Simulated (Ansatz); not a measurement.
`C=C[Si](N)(F)Cl` + HCl → `C=C[Si](F)(Cl)Cl` + NH₃ at 298.15 K and 1 bar (ligand exchange at the Si–N bond).

Program: Ansatz. Geometries: PBE0-D4/def2-TZVP. ΔE: electronic, gas phase. CCSD(T)/CBS adds triple-zeta CCSD(T) − MP2 to the extrapolated MP2 energy (def2 sets, frozen cores). This one scheme is used for every species. Each species was taken in one conformer, which may not be the lowest.

```json
{"species": "`C=C[Si](N)(F)Cl`", "CCSD(T)/CBS energy (Eh)": "-982.61807", "H − E (kJ/mol)": "219.0", "S (J/(mol·K))": "370.6"}
{"species": "HCl", "CCSD(T)/CBS energy (Eh)": "-460.38127", "H − E (kJ/mol)": "26.6", "S (J/(mol·K))": "186.8"}
{"species": "`C=C[Si](F)(Cl)Cl`", "CCSD(T)/CBS energy (Eh)": "-1386.50243", "H − E (kJ/mol)": "153.0", "S (J/(mol·K))": "368.5"}
{"species": "NH₃", "CCSD(T)/CBS energy (Eh)": "-56.50880", "H − E (kJ/mol)": "100.5", "S (J/(mol·K))": "192.4"}
```

H − E and S are ideal-gas, rigid-rotor, harmonic terms from PBE0-D4/def2-TZVP, for one conformer and one mirror image of each species. 1 Eh = 2625.50 kJ/mol, R = 8.31446 J/(mol·K).

Question: By hand: ΔE, ΔH, ΔS and ΔG.

Answer: ΔE = (-1386.50243) + (-56.50880) − (-982.61807) − (-460.38127) = -0.01189 Eh = -31.2 kJ/mol. Δ(H − E) = 153.0 + 100.5 − 219.0 − 26.6 = 7.9, so ΔH = -23.3 kJ/mol. ΔS = 368.5 + 192.4 − 370.6 − 186.8 = 3.5 J/(mol·K). ΔG = -23.3 − 298.15 × (3.5)/1000 = -24.3 kJ/mol.

Question: By hand: the equilibrium constant, and the temperature at which ΔG would vanish if ΔH and ΔS stayed fixed.

Answer: log₁₀ K = −ΔG/(RT ln 10) = 4.3. ΔH and −TΔS have one sign here, so there is no such temperature. One of them is within its doubt of zero, so this could turn.

The number of gas molecules stays the same, so ΔS is small and ΔH decides. A doubt of 5 kJ/mol in ΔE shifts log₁₀ K by 0.9 here. Other conformers and mirror images would add mixing entropy, several J/(mol·K) or more a flexible species. These are equilibria of isolated gas molecules and say nothing of rates. Largest T1 diagnostic: 0.011 (customary marks: 0.02 for closed shells, 0.045 for open ones).
